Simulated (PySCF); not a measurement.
Ga(H)2(Cl), SMILES [GaH2][Cl] (H₂ClGa) (CAM-B3LYP/def2-SVP optimised geometry):

```
4

Ga    -0.285     0.371     0.000
H     -1.269     1.573     0.000
H      1.269     0.371     0.000
Cl    -1.206    -1.573     0.000
```

Method: CAM-B3LYP/def2-TZVP in PySCF 2.14.0.

Question: What are the frontier orbital energies and the dipole moment?

Answer: HOMO-2 -11.18 eV, HOMO-1 -10.56 eV, HOMO -9.81 eV, LUMO -0.95 eV, LUMO+1 1.03 eV; dipole moment 1.99 D.

On the same geometry PBE/def2-TZVP run with PySCF gives HOMO-2 -8.47 eV, HOMO-1 -7.84 eV, HOMO -7.12 eV, LUMO -2.62 eV, LUMO+1 -0.86 eV; dipole moment 1.80 D.

Meta-Löwdin charges at CAM-B3LYP/def2-TZVP: Ga1 0.43, H2 -0.06, H3 -0.06, Cl4 -0.31.
